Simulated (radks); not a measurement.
Q: Species: Zr I. Configuration: [Kr] 4d1.5 5s2 5p0.5 (fractional occupations, a model configuration). Method: Dirac Kohn-Sham, LDA (Slater exchange, Perdew-Wang correlation), spin-unpolarised, spherical densities, finite nucleus; open shells fill j = l - 1/2 first; Fermi nuclear charge, rms radius 4.2694 fm; computed with a radial shooting solver on a logarithmic mesh with Libxc functionals. Some entries of the table are withheld. Estimate them.

orbital  occ.  eigenvalue (hartree)  <r> (bohr)  r(max) (bohr)
1s1/2       2             -653.8659     0.03711        0.02417
2s1/2       2             -90.66648      0.1625         0.1373
2p1/2       2             -83.06625      0.1387         0.1070
2p3/2       4             -79.91672      0.1431         0.1106
3s1/2       2             -14.89536      0.4592            (1)
3p1/2       2             -12.06452      0.4555         0.3964
3p3/2       4             -11.56229      0.4661         0.4056
3d3/2       4              -6.55075      0.4507         0.3451
3d5/2       6              -6.45891      0.4543         0.3478
4s1/2       2              -2.06914       1.209          1.075
4p1/2       2                   (2)       1.342          1.158
4p3/2       4                   (3)       1.373          1.184
5s1/2       2              -0.19387       3.581          3.045
4d3/2     1.5              -0.18758       2.164          1.574
4d5/2       0              -0.18237       2.188          1.588
5p1/2     0.5              -0.07671       4.753          3.896
5p3/2       0              -0.07226       4.874          3.996

A: 
(1) 3s1/2 r(max) (bohr): 0.4089
(2) 4p1/2 eigenvalue (hartree): -1.30343
(3) 4p3/2 eigenvalue (hartree): -1.23651
